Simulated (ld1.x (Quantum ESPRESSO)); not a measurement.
Cd: one change to a TM semilocal potential, before and after

```json
{
  "Element": "Cd",
  "Generator": "ld1.x (Quantum ESPRESSO) 7.5",
  "Type": "norm-conserving Troullier–Martins (semilocal form)",
  "Functional": "LDA (PZ)",
  "Relativity": "scalar-relativistic",
  "Frozen core": "[Kr]",
  "Valence charge": "12",
  "Reference configuration": "4d10 5s1 5p1",
  "Partial waves": "5s (bound): rc 2.05 bohr; 4d (bound): rc 1.15 bohr; 5p (bound): rc 2.75 bohr",
  "Local potential": "the p channel",
  "Core correction": "none"
}
```

All-electron outer shells of the reference configuration (LDA (PZ), scalar-relativistic, ld1.x):

```json
{"shell": "4s", "level (eV)": "-107.78", "outermost node (bohr)": "0.43", "outermost maximum (bohr)": "0.79"}
{"shell": "4p", "level (eV)": "-68.93", "outermost node (bohr)": "0.43", "outermost maximum (bohr)": "0.84"}
{"shell": "4d", "level (eV)": "-13.78", "outermost node (bohr)": "0.42", "outermost maximum (bohr)": "0.98"}
{"shell": "5s", "level (eV)": "-7.22", "outermost node (bohr)": "1.06", "outermost maximum (bohr)": "2.29"}
{"shell": "5p", "level (eV)": "-2.26", "outermost node (bohr)": "1.19", "outermost maximum (bohr)": "3.09"}
```

Change: core correction a·sin(br)/r model core inside 1.30 bohr.

Cutoffs: the cutoffs (Ry, on a coarse ladder) from which the occupation-weighted sum of valence levels, in a spherical-Bessel basis at the reference potential, stays within 10 and 1 mRy of its value at 400 Ry; they do not see the model core or the augmentation charge, which bear on the density cutoff. Errors are all-electron minus pseudo energies relative to the spin-unpolarised reference configuration.

Problem. Predict the effect on cutoff, ghosts and configuration errors.

Solution. The potential gets neither clearly harder nor softer (90 Ry and 110 Ry → 90 Ry and 110 Ry); of the 9 tests that both files solve, the error grows in 5 and shrinks in 2 by more than 15 % and 0.3 meV (median size 5.4 → 2.7 meV); neither file shows a bound ghost. A semilocal file is local in each channel, so a ghost entry of none says nothing of the separable form that plane-wave codes build from it. A model core, the more so a compact one, raises the density cutoff, which this test does not measure.

```tsv
quantity	base	changed
cutoff, loose	90 Ry	90 Ry
cutoff, tight	110 Ry	110 Ry
bound ghosts	none	none
error for 4d10 5s2 5p0, meV [ΔE -4.79 eV]	+1.2	-0.9
error for 4d10 5s1 5p0, meV [ΔE 4.84 eV]	-1.8	-2.7
error for 4d10 5s0 5p0, meV [ΔE 22.36 eV]	-5.4	-25
error for 4d9 5s0 5p0, meV [ΔE 60.61 eV]	+46	-43
error for 4d9 5s2 5p1, meV [ΔE 7.80 eV]	-95	-115
error for 4d8 5s0 5p0, meV [ΔE 114.89 eV]	-45	-320
error for 4d10 5s1.5 5p0, meV [ΔE -0.91 eV]	-0.2	-0.7
error for 4d10 5s1 5p1 (spin-polarised), meV [ΔE -0.51 eV]	+11	+2.6
error for 4d10 5s1 5p0 (spin-polarised), meV [ΔE 4.65 eV]	+4.8	-2.2
s: phases at 3.00 bohr within 0.05 rad from the reference energy up to (Ry; the scan ends near 5)	2.0	2.0
p: phases at 3.00 bohr within 0.05 rad from the reference energy up to (Ry; the scan ends near 5)	2.6	2.6
d: phases at 3.00 bohr within 0.05 rad from the reference energy up to (Ry; the scan ends near 5)	to the end of the scan	to the end of the scan
```
